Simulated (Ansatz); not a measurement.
Consider the cleavage of the Ge–Ge bond: `[SiH3][GeH2][GeH2][GeH3]` + HCl → `[Cl][GeH2][GeH3]` + `[SiH3][GeH3]`.

Computed with Ansatz on PBE0-D4/def2-TZVP structures; ΔE is electronic, products minus reactants. CCSD(T)/CBS is the MP2 limit (def2-TZVPP, def2-QZVPP) plus CCSD(T) − MP2 in def2-TZVPP, frozen cores. This one scheme is used for every species. Functionals use def2-TZVPP. HSE06 is defined as in plane-wave codes. For Ge outer-core shells are correlated without core-valence functions, which leaves a few kJ/mol of doubt a bond. Scalar relativity is left out up to krypton. One conformer a species, not always the lowest.

(1) Is it downhill or uphill in electronic energy at CCSD(T)/CBS, and by how much? (An estimate is asked.)

(2) What do these levels give: PBE0-D4, CAM-B3LYP-D4, PBE-QIDH, PBE0, HSE06, BHLYP, RPA@PBE/def2-TZVPP, HF/def2-SVP, SCS-MP2/def2-TZVPP, CCSD/def2-TZVPP, CCSD(T)/def2-TZVPP, HF/CBS(def2)? (An estimate is asked.)

Largest T1 diagnostic among the species: 0.012.

Results:

(1) Computed: Downhill: ΔE = -0.24 eV.

(2) Ansatz gave: PBE0-D4 -0.25, CAM-B3LYP-D4 -0.35, PBE-QIDH -0.29, PBE0 -0.31, HSE06 -0.31, BHLYP -0.45, RPA@PBE/def2-TZVPP -0.25, HF/def2-SVP -0.58, SCS-MP2/def2-TZVPP -0.31, CCSD/def2-TZVPP -0.27, CCSD(T)/def2-TZVPP -0.24, HF/CBS(def2) -0.61 eV.

The D4 term adds +0.10 eV with B3LYP and +0.06 eV with PBE0; it sums over pairs of atoms, weighted by their polarisabilities, and B3LYP, whose exchange is more repulsive, gets the larger term. At CCSD(T), def2-SVP lies −0.04 eV from the extrapolated value and def2-TZVPP +0.00 eV. Leaving LDA and LC-ωPBE aside and taking each functional with its dispersion term where it has one, the values, not all of them listed here, spread over 0.21 eV, from B97M-V to PBE-D4. LDA lies +0.08 eV from PBE without D4.

B3LYP here is the variant with VWN-RPA as its local correlation; programs differ in this.
